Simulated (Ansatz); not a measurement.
`B[SiH2]CF` + HI → `FC[SiH2]I` + BH₃  (cleavage of the Si–B bond)

Calculated with Ansatz (gas phase, PBE0-D4/def2-TZVP geometries, no zero-point term in ΔE). CCSD(T)/CBS is the MP2 limit (def2-TZVPP, def2-QZVPP) plus CCSD(T) − MP2 in def2-TZVPP, frozen cores. This one scheme is used for every species. DFT in def2-TZVPP. def2 core potentials past Kr. For I outer-core shells are correlated without core-valence functions, which leaves a few kJ/mol of doubt a bond. One conformer a species, not always the lowest.

CCSD(T)/CBS gives -25.5 kcal/mol.

**Question.** Another level gave -23.7 kcal/mol. Which?
A. r2SCAN/def2-TZVPP
B. ωB97M-V/def2-TZVPP
C. HF/def2-TZVPP
D. PBE/def2-TZVPP

**Answer.** A. r2SCAN -23.7, PBE -21.3, HF/def2-TZVPP -26.8, ωB97M-V -24.9 kcal/mol.

Largest T1 diagnostic among the species: 0.012.

From PBE to PBE0 (25 % exact exchange), in def2-TZVPP and without D4, ΔE moves by −1.7 kcal/mol. The D4 term adds −1.1 kcal/mol with B3LYP and −0.6 kcal/mol with PBE0; it sums over pairs of atoms, weighted by their polarisabilities, and B3LYP, whose exchange is more repulsive, gets the larger term.

B3LYP here is the variant with VWN-RPA as its local correlation; programs differ in this.
